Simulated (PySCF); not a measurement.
PySCF input for C₂H₆BO₂, SMILES [B](OC)OC (connectivity only; charge and spin as stated), charge +1, multiplicity 1, PBE0-D3(BJ)/def2-SVP. Geometry: PBE0-D3(BJ)/def2-SVP. The multiplicity is an assumed one; no other spin state was optimised. The isomer is the one that the SMILES or the coordinates give; other isomers of the formula were not compared. The values are those of a single conformer.

```python
import numpy as np
from pyscf import gto, scf, dft, df
from pyscf.hessian import thermo

mol = gto.M(
    atom='''
    C    -2.62316638    0.05396486   -0.13956055
    O    -1.23423984   -0.15220190    0.14692516
    B    -0.00000000   -0.00000001    0.10770921
    O     1.23423984    0.15220189    0.14692518
    C     2.62316637   -0.05396485   -0.13956055
    H    -2.78425554   -0.14285438   -1.20573940
    H    -3.18546666   -0.65279683    0.47976843
    H    -2.87411484    1.08926829    0.11865991
    H     2.87411484   -1.08926832    0.11865975
    H     2.78425555    0.14285455   -1.20573937
    H     3.18546665    0.65279676    0.47976851
    ''',
    basis='def2-SVP',
    charge=1,
    spin=0,
    max_memory=1600,
    verbose=3,
)
mf = dft.RKS(mol, xc='pbe0').density_fit(auxbasis='def2-universal-jkfit')
mf.disp = 'd3bj'
mf.grids.level = 3
mf.conv_tol = 1e-11
mf.max_cycle = 100
mf.kernel()

# analytic Hessian; the response equations are solved on a coarser grid
h, args, fine = mf.Hessian(), (mf.mo_energy, mf.mo_coeff, mf.mo_occ), mf.grids
h.max_memory = max(150, 2.5e-5 * df.make_auxmol(mol, mf.with_df.auxbasis).nao * mol.nelec[0] * (mol.nelec[0] + mol.nao))  # MB; small integral blocks
h1ao = h.make_h1(mf.mo_coeff, mf.mo_occ)
mf.grids = dft.Grids(mol).set(level=1).build(with_non0tab=True)
mo1, mo_e1 = h.solve_mo1(*args, h1ao)
mf.grids = fine
hess = h.hess_elec(*args, mo1, mo_e1, h1ao) + h.hess_nuc()
if mf.do_disp():
    hess += h.get_dispersion()
for i in range(mol.natm):  # the analytic DFT Hessian lacks the response of the grid: restore translational invariance
    hess[i, i] -= hess[i].sum(axis=0)
hess = (hess + hess.transpose(1, 0, 3, 2)) / 2
vib = thermo.harmonic_analysis(mol, hess, imaginary_freq=False)
thermo.dump_normal_mode(mol, vib)
th = thermo.thermo(mf, vib['freq_au'][vib['freq_au'] > 0], 298.15, 101325)
thermo.dump_thermo(mol, th)
g0 = mf.nuc_grad_method().set(verbose=0).kernel()

# dipole derivatives [dipole axis, atom, xyz] from the same response
r, irp = mol.intor('int1e_r'), mol.intor('int1e_irp').reshape(3, 3, mol.nao, mol.nao)
sl, dm0, ok = mol.aoslice_by_atom(), np.array(mf.make_rdm1()), []
dmu = np.einsum('a,xt->xat', mol.atom_charges(), np.eye(3))
for a, (_, _, p0, p1) in enumerate(sl):
    dmu[:, a] += 2 * np.einsum('xtij,ij->xt', irp[:, :, :, p0:p1], dm0.reshape(-1, mol.nao, mol.nao).sum(0)[:, p0:p1])
    for u, c, occ, f in [(mo1, mf.mo_coeff, mf.mo_occ, 4)]:
        dmu[:, a] -= f * np.einsum('tui,xuv,vi->xt', u[a], r, c[:, occ > 0], optimize=True)
L = vib['norm_mode']
ir = 974.8801 * (np.einsum('xat,kat->kx', dmu, L) ** 2).sum(1)       # km/mol
apt = np.einsum('xax->a', dmu) / 3
print('mode   freq/cm-1   IR/(km/mol)')
for k, w in enumerate(vib['freq_wavenumber']):
    print(f'{k + 1:4d} {w:11.2f} {ir[k]:13.3f}')
print('max |gradient| / (hartree/bohr):', abs(g0).max())
print('APT charges:', apt.round(4))
```

Log of the run:

```
converged SCF energy = -254.426405277468

WARN: DFTD3 does not support analytical Hessian, using finite difference


WARN: Mole.unit (angstrom) is changed to Bohr

Mode                                 0                   1                   2
Irrep
Freq [cm^-1]                        5.1489             19.1286             50.3888
Reduced mass [au]                   1.0293              2.1023              3.0816
Force const [Dyne/A]                0.0000              0.0005              0.0046
Char temp [K]                       7.4081             27.5218             72.4982
Normal mode                   x     y     z       x     y     z       x     y     z
       0   C                -0.00  0.01  0.02    0.00  0.09  0.03    0.03 -0.01 -0.12
       1   O                 0.00 -0.01 -0.01   -0.00 -0.07 -0.08   -0.00  0.03  0.09
       2   B                 0.00  0.00 -0.01   -0.00 -0.05 -0.00   -0.00 -0.00  0.08
       3   O                -0.00  0.01 -0.02   -0.00 -0.07  0.07    0.00 -0.03  0.09
       4   C                 0.00 -0.01  0.02    0.00  0.09 -0.03   -0.03  0.01 -0.12
       5   H                 0.04  0.41 -0.06   -0.12 -0.08  0.08    0.20  0.03 -0.15
       6   H                 0.02 -0.26 -0.27   -0.04  0.27  0.20   -0.04 -0.05 -0.23
       7   H                -0.07 -0.10  0.40    0.17  0.17 -0.13   -0.04 -0.03 -0.12
       8   H                 0.07  0.10  0.40    0.17  0.17  0.14    0.04  0.03 -0.12
       9   H                -0.04 -0.40 -0.06   -0.12 -0.08 -0.08   -0.20 -0.03 -0.15
      10   H                -0.02  0.25 -0.26   -0.04  0.27 -0.20    0.04  0.05 -0.23
Mode                                 3                   4                   5
Irrep
Freq [cm^-1]                       65.8810             85.5761            441.5454
Reduced mass [au]                   4.3852              4.9610             11.3123
Force const [Dyne/A]                0.0112              0.0214              1.2994
Char temp [K]                      94.7881            123.1250            635.2856
Normal mode                   x     y     z       x     y     z       x     y     z
       0   C                -0.03 -0.07  0.05    0.04  0.06 -0.02    0.01 -0.01  0.00
       1   O                 0.02  0.05 -0.13    0.01 -0.15  0.01    0.00 -0.08  0.00
       2   B                 0.02  0.05  0.00    0.00  0.00  0.02   -0.03  0.27 -0.00
       3   O                 0.02  0.05  0.13   -0.01  0.15  0.01    0.00 -0.08 -0.00
       4   C                -0.03 -0.07 -0.05   -0.04 -0.06 -0.02    0.01 -0.01 -0.00
       5   H                -0.13 -0.09  0.07    0.04  0.08 -0.02    0.01 -0.01 -0.00
       6   H                 0.10 -0.11  0.12   -0.07  0.13 -0.03   -0.01 -0.00 -0.01
       7   H                -0.08 -0.09  0.06    0.18  0.09 -0.02    0.03 -0.01  0.00
       8   H                -0.08 -0.09 -0.06   -0.18 -0.09 -0.02    0.03 -0.01 -0.00
       9   H                -0.13 -0.09 -0.07   -0.04 -0.08 -0.02    0.01 -0.01  0.00
      10   H                 0.10 -0.11 -0.12    0.07 -0.13 -0.03   -0.01 -0.00  0.01
Mode                                 6                   7                   8
Irrep
Freq [cm^-1]                      445.0260            627.0736            941.6983
Reduced mass [au]                  10.9440              5.0749              8.6846
Force const [Dyne/A]                1.2770              1.1757              4.5376
Char temp [K]                     640.2933            902.2193           1354.8941
Normal mode                   x     y     z       x     y     z       x     y     z
       0   C                 0.02 -0.00  0.02   -0.17  0.02 -0.03   -0.15  0.02 -0.03
       1   O                 0.01  0.00  0.08   -0.06 -0.04  0.03    0.09 -0.02  0.02
       2   B                 0.00 -0.00 -0.27    0.00 -0.00 -0.02    0.11  0.01  0.00
       3   O                -0.01 -0.00  0.08    0.06  0.04  0.03    0.09 -0.02 -0.02
       4   C                -0.02  0.00  0.02    0.17 -0.02 -0.03   -0.15  0.02  0.03
       5   H                 0.05 -0.00  0.01   -0.12  0.02 -0.03   -0.08  0.00 -0.04
       6   H                 0.01  0.00  0.00   -0.17  0.02 -0.03   -0.07 -0.01  0.00
       7   H                 0.02 -0.00  0.01   -0.12  0.03 -0.02   -0.08  0.03 -0.01
       8   H                -0.02  0.00  0.01    0.12 -0.03 -0.02   -0.08  0.03  0.01
       9   H                -0.05  0.00  0.01    0.12 -0.02 -0.03   -0.08  0.00  0.04
      10   H                -0.01 -0.00  0.00    0.17 -0.02 -0.03   -0.07 -0.01 -0.00
Mode                                 9                  10                  11
Irrep
Freq [cm^-1]                     1167.1417           1171.7646           1179.9532
Reduced mass [au]                   1.2379              1.2423              1.2490
Force const [Dyne/A]                0.9936              1.0050              1.0246
Char temp [K]                    1679.2571           1685.9084           1697.6900
[...]
       7   H                 0.28  0.05 -0.13   -0.20 -0.07 -0.02    0.36  0.05  0.21
       8   H                 0.27  0.05  0.13    0.20  0.07 -0.02    0.36  0.05 -0.21
       9   H                 0.26  0.15  0.03    0.21 -0.00  0.05    0.37 -0.18  0.04
      10   H                -0.43  0.10  0.12    0.15 -0.09 -0.09    0.26 -0.11 -0.12
Mode                                15                  16                  17
Irrep
Freq [cm^-1]                     1456.3191           1457.6614           1465.9048
Reduced mass [au]                   1.0385              1.0403              1.0380
Force const [Dyne/A]                1.2977              1.3023              1.3141
Char temp [K]                    2095.3189           2097.2501           2109.1106
Normal mode                   x     y     z       x     y     z       x     y     z
       0   C                -0.00  0.03 -0.02    0.02  0.02 -0.02   -0.00  0.02  0.03
       1   O                -0.00  0.01 -0.01    0.00  0.01 -0.01   -0.00  0.01  0.01
       2   B                 0.00  0.00 -0.00    0.01  0.00  0.00    0.00  0.00  0.00
       3   O                 0.00 -0.01 -0.01    0.00  0.01  0.01   -0.00  0.01 -0.01
       4   C                 0.00 -0.03 -0.02    0.02  0.02  0.02   -0.00  0.02 -0.03
       5   H                 0.11 -0.44  0.05   -0.02 -0.40  0.07   -0.28 -0.18  0.10
       6   H                -0.19  0.09 -0.11   -0.31  0.15 -0.16    0.02 -0.33 -0.36
       7   H                 0.09 -0.08  0.44   -0.05 -0.10  0.39    0.29  0.13 -0.15
       8   H                -0.09  0.08  0.44   -0.05 -0.10 -0.39    0.28  0.13  0.15
       9   H                -0.11  0.44  0.05   -0.02 -0.40 -0.07   -0.28 -0.18 -0.09
      10   H                 0.19 -0.09 -0.11   -0.31  0.15  0.16    0.02 -0.33  0.36
Mode                                18                  19                  20
Irrep
Freq [cm^-1]                     1466.0992           1505.8838           2239.4545
Reduced mass [au]                   1.0379              1.5565             11.0097
Force const [Dyne/A]                1.3144              2.0796             32.5321
Char temp [K]                    2109.3903           2166.6315           3222.0764
Normal mode                   x     y     z       x     y     z       x     y     z
       0   C                -0.00  0.02  0.03    0.02 -0.00  0.00   -0.00  0.00 -0.00
       1   O                -0.00  0.01  0.01    0.11  0.00  0.01    0.09  0.01  0.00
       2   B                 0.00 -0.00  0.00   -0.00  0.00  0.00   -0.25 -0.02 -0.00
       3   O                 0.00 -0.01  0.01   -0.11 -0.00  0.01    0.09  0.01 -0.00
       4   C                 0.00 -0.02  0.03   -0.02  0.00  0.00   -0.00  0.00  0.00
       5   H                -0.28 -0.18  0.09   -0.30  0.02  0.04   -0.04  0.01  0.00
       6   H                 0.03 -0.33 -0.35   -0.31  0.13 -0.14   -0.02  0.01 -0.01
       7   H                 0.28  0.13 -0.16   -0.29 -0.06 -0.05   -0.04 -0.01 -0.01
       8   H                -0.29 -0.13 -0.16    0.29  0.06 -0.05   -0.04 -0.01  0.01
       9   H                 0.28  0.18  0.09    0.30 -0.02  0.04   -0.04  0.01 -0.00
      10   H                -0.03  0.33 -0.36    0.31 -0.13 -0.14   -0.02  0.01  0.01
Mode                                21                  22                  23
Irrep
Freq [cm^-1]                     3104.3312           3104.3729           3237.1152
Reduced mass [au]                   1.0284              1.0285              1.1133
Force const [Dyne/A]                5.8390              5.8397              6.8737
Char temp [K]                    4466.4414           4466.5015           4657.4880
Normal mode                   x     y     z       x     y     z       x     y     z
       0   C                 0.03 -0.01  0.01   -0.03  0.01 -0.01   -0.00  0.05  0.05
       1   O                 0.00  0.00  0.00   -0.00 -0.00 -0.00    0.00 -0.00 -0.00
       2   B                -0.00 -0.00  0.00    0.00  0.00  0.00    0.00 -0.00 -0.00
       3   O                 0.00  0.00 -0.00    0.00 -0.00 -0.00   -0.00  0.00 -0.00
       4   C                 0.03 -0.01 -0.01    0.03 -0.01 -0.01    0.00 -0.04  0.05
       5   H                -0.05 -0.07 -0.36    0.06  0.08  0.44   -0.06 -0.09 -0.48
       6   H                -0.17 -0.22  0.19    0.21  0.26 -0.23   -0.00  0.00  0.01
       7   H                -0.08  0.35  0.09    0.10 -0.43 -0.11    0.10 -0.47 -0.11
       8   H                -0.10  0.43 -0.11   -0.08  0.36 -0.09   -0.10  0.43 -0.11
       9   H                -0.06 -0.08  0.44   -0.05 -0.07  0.36    0.06  0.08 -0.44
      10   H                -0.21 -0.26 -0.23   -0.17 -0.22 -0.19    0.00 -0.00  0.01
Mode                                24                  25                  26
Irrep
Freq [cm^-1]                     3237.1707           3245.0145           3245.1082
Reduced mass [au]                   1.1133              1.1128              1.1128
Force const [Dyne/A]                6.8736              6.9038              6.9043
Char temp [K]                    4657.5679           4668.8534           4668.9882
Normal mode                   x     y     z       x     y     z       x     y     z
       0   C                -0.00  0.04  0.05   -0.02 -0.05  0.04   -0.02 -0.05  0.04
       1   O                 0.00 -0.00 -0.00   -0.00  0.00 -0.00    0.00  0.00 -0.00
       2   B                 0.00 -0.00  0.00    0.00  0.00  0.00    0.00  0.00 -0.00
       3   O                 0.00 -0.00  0.00   -0.00  0.00  0.00   -0.00 -0.00 -0.00
       4   C                -0.00  0.05 -0.05   -0.02 -0.05 -0.04    0.02  0.04  0.04
       5   H                -0.06 -0.08 -0.44   -0.03 -0.05 -0.23   -0.03 -0.05 -0.26
       6   H                 0.00  0.01  0.00    0.27  0.35 -0.31    0.29  0.38 -0.34
       7   H                 0.09 -0.43 -0.11   -0.05  0.23  0.06   -0.06  0.24  0.07
       8   H                 0.10 -0.46  0.11   -0.06  0.25 -0.07    0.05 -0.22  0.06
       9   H                -0.06 -0.09  0.48   -0.03 -0.05  0.25    0.03  0.05 -0.24
      10   H                 0.00  0.01 -0.01    0.29  0.38  0.34   -0.27 -0.35 -0.31
temperature 298.1500 [K]
pressure 101325.00 [Pa]
Rotational constants [GHz] 57.54963 1.86569 1.86165
Symmetry number 2
Zero-point energy (ZPE) 0.08879 [Eh]   233115.547 [J/mol]
                           tot       elec      trans        rot        vib
Entropy [J/mol/K]       391.684      0.000    162.234     98.375    131.075
Cv [J/mol/K]             90.062      0.000     12.472     12.472     65.119
Cp [J/mol/K]             98.376      0.000     20.786     12.472     65.119
Internal energy [J/mol]                      3718.434   3718.434 246452.410
Internal energy [Eh]   -254.32970  -254.42641
Enthalpy [J/mol]                             6197.391   3718.434 246452.410
Enthalpy [Eh]          -254.32876
Gibbs free energy [J/mol]                  -42172.748 -25612.107 207372.381
Gibbs free energy [Eh] -254.37324
mode   freq/cm-1   IR/(km/mol)
   1        5.15         0.390
   2       19.13         6.927
   3       50.39        11.904
   4       65.88        12.321
   5       85.58         0.084
   6      441.55        83.963
   7      445.03        75.452
   8      627.07         8.971
   9      941.70       219.974
  10     1167.14         0.026
  11     1171.76         0.057
  12     1179.95         0.114
  13     1180.25        11.032
  14     1382.54         4.548
  15     1446.32        69.276
  16     1456.32        15.781
  17     1457.66        17.671
  18     1465.90        19.133
  19     1466.10        22.301
  20     1505.88         1.184
  21     2239.45      1628.592
  22     3104.33         5.852
  23     3104.37         0.392
  24     3237.12         1.399
  25     3237.17         1.405
  26     3245.01         3.063
  27     3245.11         2.318
max |gradient| / (hartree/bohr): 2.294943717080865e-05
APT charges: [ 0.5698 -1.0679  1.6555 -1.0679  0.5698  0.0492  0.0714  0.0498  0.0498
  0.0492  0.0714]
```

Self-consistency was reached.
